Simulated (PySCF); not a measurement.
**A small calculation by hand: chemical shift, span and skew from a shielding tensor**

C₄H₄F₂, SMILES F[C@H]1C(F)=CC1. Atoms are numbered in the order given.

```xyz
10

F      1.8946    -0.5154    -0.2801
C      0.6620    -0.0264    -0.3640
C     -0.0870     0.4693    -1.3717
C     -1.2708     0.7234    -0.4445
C     -0.3408     0.2512     0.7258
F     -0.7890    -0.8230     1.4670
H      0.0887     0.6717    -2.4367
H     -2.1307     0.0351    -0.5740
H     -1.6372     1.7695    -0.3741
H     -0.0520     1.0641     1.4299
```

Coordinates come from a PBE-D3(BJ)/def2-SVP optimisation. The structure was generated by enumeration; whether it is a known compound was not checked.

GIAO shieldings from PBE0/pcSseg-1 (PySCF), non-relativistic, no solvent. The symmetric part of the tensor of C2 has the principal values -76.3, 56.3, 79.1 ppm. The same nucleus in TMS has σ = 186.3 ppm at this level (PySCF, at its B3LYP-D3(BJ)/def2-TZVP geometry).

Problem. Work out the isotropic shielding, the ¹³C shift against TMS, the span and the skew.

Solution. 
σ(iso) = (σ11 + σ22 + σ33)/3 = 19.7 ppm. δ = σ(ref) − σ(iso) = 186.3 − (19.7) = 166.6 ppm.
Span Ω = σ33 − σ11 = 155.4 ppm. Skew κ = 3(σ(iso) − σ22)/Ω = -0.71. Tumbling in solution averages the tensor to δ; in a static solid the shielding alone would spread this spin-1/2 line over Ω.
